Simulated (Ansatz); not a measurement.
Reactions of `BO[Si]1(O)BN1`.

Program: Ansatz. Geometries: PBE0-D4/def2-TZVP. ΔE: electronic, gas phase. CCSD(T)/CBS is the MP2 limit (def2-TZVPP, def2-QZVPP) plus CCSD(T) − MP2 in def2-TZVPP, frozen cores. This one scheme is used for every species, atoms too. DFT in def2-TZVPP. Open shells (•) are unrestricted, without spin–orbit coupling. Spin–orbit coupling would lower the free atoms: a little for B, O, Si. Each species was taken in one conformer, which may not be the lowest.

```tsv
reaction	CCSD(T)/CBS(def2) (eV)
`BO[Si]1(O)BN1` + `FB(S)Cl` → `O[Si]1(Cl)BN1` + `BOB(F)S`	?
`BO[Si]1(O)BN1` + H₂ → `O[SiH]1BN1` + `BO`	0.82
`BO[Si]1(O)BN1` + HCl → `O[Si]1(Cl)BN1` + `BO`	-0.09
`BO[Si]1(O)BN1` → 2 B• + 5 H• + N• + 2 O• + Si•	45.35
```

Problem. Fill in the missing values. (Best estimate.)

Solution. Ansatz gave: `BO[Si]1(O)BN1` + `FB(S)Cl` → `O[Si]1(Cl)BN1` + `BOB(F)S`: -0.29 eV.

Largest T1 diagnostic: 0.014, for `BO[Si]1(O)BN1`.
